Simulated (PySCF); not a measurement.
Molfile (atoms numbered from 1):
```
C3H9FO2Si2
     RDKit          3D

 17 17  0  0  0  0  0  0  0  0999 V2000
   -3.6551   -0.5473   -0.4232 F   0  0  0  0  0  0  0  0  0  0  0  0
   -2.6714   -0.0766    0.7672 Si  0  0  0  0  0  4  0  0  0  0  0  0
   -0.9539    0.1460   -0.0160 C   0  0  2  0  0  0  0  0  0  0  0  0
   -0.1253   -1.1107   -0.3170 C   0  0  0  0  0  0  0  0  0  0  0  0
    0.7690   -0.6262    0.8315 C   0  0  1  0  0  0  0  0  0  0  0  0
    2.0668   -0.3596    0.5088 O   0  0  0  0  0  0  0  0  0  0  0  0
    2.5840    1.1258    0.0558 Si  0  0  0  0  0  4  0  0  0  0  0  0
   -0.0151    0.5409    1.0211 O   0  0  0  0  0  0  0  0  0  0  0  0
   -2.6752   -1.1749    1.7210 H   0  0  0  0  0  0  0  0  0  0  0  0
   -3.1944    1.1841    1.2626 H   0  0  0  0  0  0  0  0  0  0  0  0
   -0.9382    0.8823   -0.8270 H   0  0  0  0  0  0  0  0  0  0  0  0
   -0.6183   -2.0666   -0.1604 H   0  0  0  0  0  0  0  0  0  0  0  0
    0.3873   -1.1046   -1.2757 H   0  0  0  0  0  0  0  0  0  0  0  0
    0.7621   -1.2619    1.7304 H   0  0  0  0  0  0  0  0  0  0  0  0
    1.8784    1.5989   -1.1402 H   0  0  0  0  0  0  0  0  0  0  0  0
    3.9634    0.7599   -0.2283 H   0  0  0  0  0  0  0  0  0  0  0  0
    2.4289    2.1025    1.1290 H   0  0  0  0  0  0  0  0  0  0  0  0
  1  2  1  0
  2  3  1  0
  3  4  1  0
  4  5  1  0
  5  6  1  0
  6  7  1  0
  5  8  1  0
  8  3  1  0
  2  9  1  0
  2 10  1  0
  3 11  1  6
  4 12  1  0
  4 13  1  0
  5 14  1  1
  7 15  1  0
  7 16  1  0
  7 17  1  0
M  END
```

Theoretical values (PySCF): GFN2-xTB geometry, σ from GIAO-PBE0/pcSseg-1. Non-relativistic, single conformer, no solvent model, equivalent nuclei averaged.

Shifts are taken against calculated references (same method and geometry level): ¹³C, ¹H, ²⁹Si against TMS; CFCl3 for ¹⁹F; H2O for ¹⁷O.

```csv
atoms,nucleus,count,δ (ppm)
O8,¹⁷O,1,?
H14,¹H,1,?
H12,¹H,1,2.96
H10,¹H,1,5.20
O6,¹⁷O,1,89.0
F1,¹⁹F,1,-229.3
C3,¹³C,1,67.2
H13,¹H,1,2.87
H9,¹H,1,5.08
Si2,²⁹Si,1,?
C5,¹³C,1,102.7
H11,¹H,1,4.91
C4,¹³C,1,?
Si7,²⁹Si,1,?
H15/H16/H17,¹H,3,4.89
```

Estimate the values marked ?.

Results:


- C4: 37.3 ppm, sp3 CH2 in a ring; aliphatic region, no heteroatom directly attached
- H14: 5.94 ppm, hydrogen on an sp3 carbon bearing two oxygens; its carbon carries O, hence the downfield position
- Si2: -1.1 ppm, silicon bonded to C, F, 2 H
- Si7: -47.3 ppm, silicon bonded to O, 3 H
- O8: 72.1 ppm, ether oxygen

Shifts are as computed. Against solution values, carbons near 30 ppm lie about +3 ppm off and those near 130 ppm about +5 ppm. Of 1309 compounds with measured shifts, 239 miss one by over three times the rms of a fit or turn the order of signals round; such compounds aren't used in these exercises. Unscaled 19F shifts against computed CFCl3 carry errors that often reach 10 to 50 ppm. Experimental scales use liquid or dissolved standards, which lie at an offset from isolated H2O (liquid H2O: subtract about 36 ppm).
